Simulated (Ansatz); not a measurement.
B₆P₄Cl₆, a halide-capped nanocrystal cut from zinc blende BP (6 Cl on the cations) was relaxed with PBE-D4 (def2-SVP) in Ansatz in these states: charge +1 doublet, neutral singlet. The geometries follow in no particular order.

A:

```xyz
16

P     1.283    0.254    1.917
P     0.446    1.520   -1.253
P    -2.051    0.000    0.720
P     0.521   -2.001   -0.698
B    -0.656    0.346    2.024
B    -1.305    0.762   -0.911
B     0.804    1.639    0.659
B     1.661   -0.950    0.455
B     0.925   -0.337   -1.673
B    -1.285   -1.566   -0.149
Cl   -1.289    0.892    3.580
Cl   -2.371    0.649   -2.326
Cl    0.513    3.265    1.301
Cl    3.402   -1.112    0.150
Cl    1.848   -0.558   -3.157
Cl   -2.447   -2.803   -0.639
```

B:

```xyz
16

P     1.0198    1.9932   -0.3137
P     1.3111   -1.3974    0.4220
P    -1.0071   -0.6459   -1.5712
P    -1.4079    0.3788    1.7080
B    -0.0074    1.0666   -1.7143
B    -0.0288   -2.0929   -0.7234
B     1.8065    0.2586   -0.5469
B     0.1324    1.5124    1.3579
B     0.0462   -0.9119    1.8642
B    -1.9928    0.2044   -0.1196
Cl   -0.1745    1.8512   -3.2516
Cl   -0.5394   -3.7249   -0.8790
Cl    2.9945   -0.0140   -1.7984
Cl    0.9594    2.1603    2.7579
Cl    0.3381   -1.6681    3.3952
Cl   -3.4502    1.0297   -0.5871
```

Task: Judge from the bond lengths which geometry belongs to which state (an estimate).

Result: A is the neutral singlet (B6–Cl12 1.775 Å, P3–B5 1.941 Å, P2–B6 1.939 Å); B is the charge +1 doublet (B6–Cl12 1.717 Å, P3–B5 1.988 Å, P2–B6 1.895 Å).
